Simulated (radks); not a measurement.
Results of a calculation; reference values are marked as such.
Problem. The mean radii <r> (bohr) of the occupied orbitals of an atom or ion are listed with their occupations. Level of theory: scalar-relativistic Kohn-Sham, SCAN, spin-polarised, spherical densities, finite nucleus; meta-GGA in the generalised Kohn-Sham scheme; Fermi nuclear charge, rms radius of each element as measured or else 0.836 A^(1/3) + 0.57 fm (a radial shooting solver on a logarithmic mesh with Libxc functionals).

orbital  occ.      <r>
1s up       1  0.01835
1s down     1  0.01835
2s up       1  0.07751
2s down     1  0.07751
2p up       3  0.06942
2p down     3  0.06941
3s up       1   0.1991
3s down     1   0.1991
3p up       3   0.1990
3p down     3   0.1989
3d up       5   0.1799
3d down     5   0.1799
4s up       1   0.4105
4s down     1   0.4109
4p up       3   0.4237
4p down     3   0.4240
4d up       3   0.4247
6f up       1    1.224

Name the element and its charge. Open shells, if any, are filled with parallel spins first.

Solution. Z = 74, tungsten, charge +34: W34+ in [Kr] 4d3 6f1. The 1s radius gives Z: for a bare nucleus <r> = (2 gamma + 1)/(2Z) with gamma = sqrt(1 - (Z/c)^2), 0.01813 bohr for Z = 74, and screening makes it slightly larger (0.01835 here). The occupations add up to 40, and the charge is Z minus that.
